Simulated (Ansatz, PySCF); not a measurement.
C₄H₄ClF, SMILES C(CCl)(F)=C=C. Atoms are numbered in the order given.

```xyz
10

C      2.4146    -0.2474    -1.4405
C      1.3159    -0.4591    -0.7638
C      0.1937    -0.6450    -0.1063
F      0.0951    -1.5763     0.8635
C     -1.0681     0.1070    -0.3432
Cl    -1.5100     1.1452     1.0791
H      2.6272    -0.7817    -2.3749
H      3.1695     0.4700    -1.0954
H     -1.9068    -0.5886    -0.4897
H     -0.9706     0.7616    -1.2168
```

Coordinates come from a B3LYP-D3(BJ)/def2-SVP optimisation. The structure was generated by enumeration, and PubChem lists no compound with its InChIKey, so it may never have been made. The values are those of a single conformer.

Two levels are set side by side: PBE-D3(BJ)/def2-SVP (Ansatz, a program for electronic structure) and B3LYP-D3(BJ)/def2-SVP (Ansatz). Each level has its own optimised geometry; the coordinates shown are those of the second. Frequencies come from the Hessian of PySCF at each geometry. Differences are taken from unrounded values.

```
quantity                            B3LYP-D3(BJ)  PBE-D3(BJ)  PBE-D3(BJ) minus B3LYP-D3(BJ)
----------------------------------  ------------  ----------  -----------------------------
mean bond length (Å)                       1.296       1.303                          0.007
bond C1–C2 (Å)                             1.308       1.315                          0.008
bond C2–C3 (Å)                             1.314       1.324                          0.010
bond C3–F4 (Å)                             1.348       1.354                          0.006
bond C3–C5 (Å)                             1.488       1.490                          0.002
bond C5–Cl6 (Å)                            1.815       1.816                          0.000
bond C1–H7 (Å)                             1.097       1.105                          0.008
bond C1–H8 (Å)                             1.097       1.105                          0.008
bond C5–H9 (Å)                             1.099       1.108                          0.009
bond C5–H10 (Å)                            1.096       1.105                          0.009
highest harmonic wavenumber (cm⁻¹)          3189        3120                            -69
mean harmonic wavenumber (cm⁻¹)             1241        1204                            -37
zero-point energy (kcal/mol)               42.56       41.30                          -1.27
```

Exact exchange shortens and stiffens bonds; PBE has none. Differences between two approximate levels are no errors against the true value.
